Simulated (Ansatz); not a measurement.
Relaxation of CH8BNSi (12 atoms, charge 0, multiplicity 1), to a largest force component of 0.02 eV/Å in at most 50 steps.

The calculation used RKS PBE-D4/def2-SVP in Ansatz 0.2.0.

```xyz
12
Properties=species:S:1:pos:R:3
C -0.518 1.933 0.169
N -0.806 0.532 0.131
B 0.458 -0.212 -0.216
Si 0.559 -2.140 -0.308
H -1.512 2.491 0.394
H -0.240 2.354 -0.845
H 0.221 2.250 0.928
H -1.047 0.259 1.088
H 1.503 0.385 -0.377
H 0.884 -2.569 -1.633
H 1.424 -2.694 0.699
H -0.560 -0.506 -0.713
```

Q: Where does it end, and by what steps?

A: The run converged. The force dipped under the threshold on the way, but the program's further checks kept it going. After 25 steps the energy has fallen by 6.061 eV; H12 moved furthest, 2.18 Å. Parted: B3–H12 (1.17 → 2.95 Å). Joined: Si4–H12 (2.02 → 1.51 Å).

```csv
step,energy less start (eV),largest force component (eV/Å),accepted
0,0.0000,4.249,yes
1,-1.4587,2.117,yes
2,-2.5800,1.980,yes
3,-3.3863,2.161,yes
4,-4.0487,1.872,yes
5,-4.6134,1.531,yes
6,-5.0566,1.273,yes
7,-5.3844,1.089,yes
8,-5.6338,0.716,yes
9,-5.8093,0.448,yes
10,-5.9183,0.229,yes
11,-5.9833,0.131,yes
12,-6.0101,0.177,yes
13,-6.0261,0.073,yes
14,-6.0202,0.474,no
15,-6.0332,0.038,yes
16,-6.0392,0.143,yes
17,-6.0372,0.445,no
18,-6.0453,0.077,yes
19,-6.0496,0.060,yes
20,-6.0541,0.106,yes
21,-6.0558,0.130,yes
22,-6.0585,0.072,yes
23,-6.0600,0.035,yes
24,-6.0604,0.014,yes
25,-6.0605,0.009,yes
```

```xyz
12
Properties=species:S:1:pos:R:3
C -0.479 2.224 0.337
N -0.424 0.778 0.193
B 0.621 0.014 -0.332
Si 0.473 -2.001 -0.430
H -1.333 2.659 -0.227
H 0.456 2.667 -0.054
H -0.590 2.527 1.401
H -1.269 0.305 0.529
H 1.613 0.609 -0.724
H 0.578 -2.507 -1.850
H 1.566 -2.690 0.353
H -0.847 -2.502 0.120
```

The run took 35 s on 2 threads of Intel(R) Xeon(R) 6975P-C (Granite Rapids), on a shared host, peak memory 0.2 GiB.
